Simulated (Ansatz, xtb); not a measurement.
Stretching the Sn1–H2 bond in CH4OSn (SMILES C[O][SnH]) (multiplicity 1 held, fragments rigid). Energies count from the point at 1.803 Å.
Geometry at that point (charge 0, multiplicity 1):
```xyz
7

Sn    -0.256    -0.354     0.480
H     -1.295    -0.777    -0.932
O      0.883     0.892    -0.566
C      0.786     1.227    -1.935
H      0.629     2.305    -2.040
H      1.720     0.970    -2.444
H     -0.038     0.704    -2.433
```

Restricted levels (R-, RO-) in cc, def2 and unpolarised 6-31G sets keep to the state of the molecule at rest. U- levels take the lowest unrestricted solution at each point, which mixes spins at long bonds. Levels need not reach the same state.

Correlated levels freeze the cores. Filled d and f shells under p-block atoms count as core.

Programs: Ansatz (a program for electronic structure) with Gaussian orbitals; xtb for the GFN methods. Each number belongs to the level named beside it. In def2 rows elements past Kr take small-core potentials, without spin–orbit coupling. The GFN methods have no spin term and hold the electronic entropy of 300 K.

Task: One of these levels gives 58.96 kcal/mol for the energy at R = 5.771 Å. Which?
(A) U-HF/def2-SVP
(B) U-MP2/def2-SVP
(C) GFN2-xTB
(D) R-HF/def2-SVP

Result: B, U-MP2/def2-SVP. The others give 91.80 (GFN2-xTB), 134.54 (R-HF/def2-SVP), 45.76 (U-HF/def2-SVP)

Doubts at one or more of the structures used: a restricted determinant that unrestricted orbitals would lower (R-HF/def2-SVP); a spin-contaminated determinant (U-HF/def2-SVP, U-MP2/def2-SVP).
